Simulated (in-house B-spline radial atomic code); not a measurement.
**Si³⁺: [Ne] 3s1**

Computed with a radial B-spline atomic code at the basis-set limit: non-relativistic TPSS, spin-polarised, spherical fractional occupations, point nucleus.

Screening seen three ways: the hydrogenic charge with the same mean radius, Z_r = [3n² - l(l+1)]/(2<r>), the one with the same energy, Z_e = n√(-2ε), and Slater's rules. Values are occupation-weighted means over spin.

| shell | electrons | ε (eV) | <r> (bohr) | Z_r | Z_e | Slater |
| --- | --- | --- | --- | --- | --- | --- |
| 1s | 2 | -1825.8 | 0.1115 | 13.45 | 11.58 | 13.70 |
| 2s | 2 | -176.62 | 0.5664 | 10.59 | 7.21 | 9.85 |
| 2p | 6 | -132.46 | 0.5343 | 9.36 | 6.24 | 9.85 |
| 3s | 1 | -40.278 | 1.848 | 7.31 | 5.16 | 5.20 |

The least bound orbital is 3s up at -40.28 eV, and it is also the most diffuse (<r> = 1.848 bohr).
